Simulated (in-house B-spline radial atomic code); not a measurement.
Radial electron density of Pt VI (Pt5+), [Xe] 4f14 5d5. Method: scalar-relativistic (X2C) LDA VWN5, spin-polarised, spherical fractional occupations, Fermi nucleus of rms radius 5.427 fm. Calculated with a B-spline radial code for spherical atoms.

One-electron X2C: radii and densities carry no picture-change correction, so inner-shell <1/r> comes out high (for 1s by about 2 % at Z = 33, 5 % at 54, 10 % at 75, 30 % at 118) and <r> low.

Columns: r (bohr), 4πr²n(r) (electrons per bohr), bar.

```
0.000316    3.462 #
 0.00039    4.621 #
0.000481    6.138 ##
0.000593    8.118 ##
0.000731    10.69 ###
0.000901       14 ####
 0.00111    18.23 ######
 0.00137    23.62 #######
 0.00169    30.31 #########
 0.00208    38.37 ############
 0.00257    48.15 ###############
 0.00317     59.3 ##################
  0.0039    71.39 ######################
 0.00481    84.01 ##########################
 0.00593    95.85 #############################
 0.00732    105.5 ################################
 0.00902    111.1 ##################################
  0.0111    111.6 ##################################
  0.0137    107.1 #################################
  0.0169      100 ###############################
  0.0208    95.04 #############################
  0.0257    97.67 ##############################
  0.0317    110.7 ##################################
  0.0391      130 ########################################
  0.0482    144.2 ############################################
  0.0594    142.3 ###########################################
  0.0733    125.9 ######################################
  0.0903    112.7 ##################################
   0.111    118.4 ####################################
   0.137    133.1 #########################################
   0.169    127.6 #######################################
   0.209    96.31 #############################
   0.257    73.65 ######################
   0.317    78.64 ########################
   0.391    86.46 ##########################
   0.482    71.32 ######################
   0.595    44.71 ##############
   0.733    27.66 ########
   0.904    20.75 ######
    1.12     15.4 #####
    1.37    9.479 ###
     1.7    4.271 #
    2.09    1.488 
    2.58    0.355 
    3.18  0.05364 
    3.92 0.004416 
    4.83 0.0001706
```

On this grid the curve has 4 maxima, near 0.0111, 0.0482, 0.137, 0.391 bohr.

The 5p up radial function P(r) = rR(r), positive near the nucleus:

```tsv
r (bohr)	P
0.000481	0.001156
0.000731	0.002083
0.00111	0.003816
0.00169	0.007133
0.00257	0.01345
0.0039	0.02535
0.00593	0.04742
0.00902	0.0863
0.0137	0.1483
0.0208	0.2304
0.0317	0.2981
0.0482	0.2579
0.0733	0.005812
0.111	-0.3483
0.169	-0.3199
0.257	0.3201
0.391	0.563
0.595	-0.3406
0.904	-1.122
1.37	-0.8113
2.09	-0.2165
3.18	-0.01704
```
